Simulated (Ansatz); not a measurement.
Isolated molecules relaxed with PBE0-D4/def2-TZVP in Ansatz; ΔE leaves out vibrations. CCSD(T)/CBS is the MP2 limit (def2-TZVPP, def2-QZVPP) plus CCSD(T) − MP2 in def2-TZVPP, frozen cores. This one scheme is used for every species. DFT in def2-TZVPP. def2 core potentials past Kr. For Cd outer-core shells are correlated without core-valence functions, which leaves a few kJ/mol of doubt a bond. One conformer a species, not always the lowest.

`[OH][Cd][Cl]` + `[SiH3]OBS` → `[OH][Cd][O][SiH3]` + `SBCl`  (redistribution)

```csv
level,ΔE (kJ/mol)
r2SCANh-D4,129.1
ωB97M-V,131.1
BLYP,122.1
r2SCANh,128.8
```

What does CCSD(T)/CBS give? (An estimate is asked.)

Ansatz gave: +129.6 kJ/mol. The listed levels differ from it by -0.5, 1.5, -7.5, -0.8 kJ/mol.

Largest T1 diagnostic among the species: 0.016.

Leaving LDA and LC-ωPBE aside and taking each functional with its dispersion term where it has one, the values, not all of them listed here, spread over 25.2 kJ/mol, from revPBE-D4 to BHLYP-D4. LDA lies +7.8 kJ/mol from PBE without D4. From BLYP to BHLYP (50 % exact exchange), in def2-TZVPP and without D4, ΔE moves by +20.4 kJ/mol.
